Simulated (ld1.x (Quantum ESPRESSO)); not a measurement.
## xenon: one change to a TM semilocal potential, before and after

ld1.x (Quantum ESPRESSO) 7.5 input, shortened:

```
&input
   title='Xe', zed=54., rel=1, dft='PBE', iswitch=3,
   config='[Kr] 4d10 5s2 5p6'
 /
 &inputp
   pseudotype=1, tm=.true., lloc=1,
   nlcc=.false.
 /
3
5S  1  0   2.00   0.00  1.30  1.30  0.0
4D  3  2  10.00   0.00  1.15  1.15  0.0
5P  2  1   6.00   0.00  2.05  2.05  0.0
 &test
   configts(1)='4d10 5s2 5p6'
 /
```

Change: core correction a·sin(br)/r model core inside 0.60 bohr.

Cutoffs: the cutoffs (Ry, on a coarse ladder) from which the occupation-weighted sum of valence levels, in a spherical-Bessel basis at the reference potential, stays within 10 and 1 mRy of its value at 400 Ry; they do not see the model core or the augmentation charge, which bear on the density cutoff. Errors are all-electron minus pseudo energies relative to the spin-unpolarised reference configuration.

Q: Predict the effect on cutoff, ghosts and configuration errors.

A: The potential gets neither clearly harder nor softer (140 Ry and 230 Ry → 140 Ry and 230 Ry); of the 7 tests that both files solve, the error grows in 3 and shrinks in 1 by more than 15 % and 0.3 meV (median size 5.7 → 6.6 meV); neither file shows a bound ghost. A semilocal file is local in each channel, so a ghost entry of none says nothing of the separable form that plane-wave codes build from it. A model core, the more so a compact one, raises the density cutoff, which this test does not measure.

```csv
quantity,base,changed
"cutoff, loose",140 Ry,140 Ry
"cutoff, tight",230 Ry,230 Ry
bound ghosts,none,none
"error for 4d10 5s2 5p5, meV [ΔE 12.54 eV]",-0.9,-0.6
"error for 4d10 5s2 5p4, meV [ΔE 34.29 eV]",+5.7,+6.6
"error for 4d10 5s2 5p3, meV [ΔE 66.01 eV]",+27,+27
"error for 4d10 5s2 5p2, meV [ΔE 108.33 eV]",+73,+67
"error for 4d9 5s2 5p6, meV [ΔE 67.71 eV]",-75,-142
"error for 4d10 5s2 5p5.5, meV [ΔE 5.17 eV]",-1.0,-0.9
"error for 4d10 5s1 5p6, meV [ΔE 24.68 eV]",-0.9,-1.5
s: phases at 2.24 bohr within 0.05 rad from the reference energy up to (Ry; the scan ends near 5),0.9,0.9
p: phases at 2.24 bohr within 0.05 rad from the reference energy up to (Ry; the scan ends near 5),4.2,4.2
d: phases at 2.24 bohr within 0.05 rad from the reference energy up to (Ry; the scan ends near 5),to the end of the scan,to the end of the scan
```
